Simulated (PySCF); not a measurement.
Input file for PySCF: R-MP2/6-31G* on CH3Br (SMILES CBr) with ghost functions, monomers drawn apart or pushed together.

```python
from pyscf import gto, scf, dft, mp
from pyscf.data.elements import chemcore

mol = gto.M(
    atom='''
    C    -0.33939768    0.78404486    5.70483553
    Br   -0.26118486   -1.17964624    5.63904723
    H    -1.27785074    1.05007530    6.17706474
    H    -0.28963308    1.13722706    4.68128168
    H     0.51128966    1.11760117    6.28753501
    ghost-F   -0.03944370   -0.14847424    0.64158482
    ghost-H   -0.06251873   -0.64868843    1.43193789
    ''',
    basis='6-31g*',
    cart=True,
    charge=0, spin=0, verbose=3, max_memory=1800)
mf = scf.RHF(mol)
mf.conv_tol = 1e-8
mf.max_cycle = 100
mf.kernel()
if not mf.converged:
    mf = mf.newton().run(mf.mo_coeff, mf.mo_occ)
pt = mp.MP2(mf, frozen=chemcore(mol)).run()
```

What total energy does the run end on?

-2612.1120 hartree.
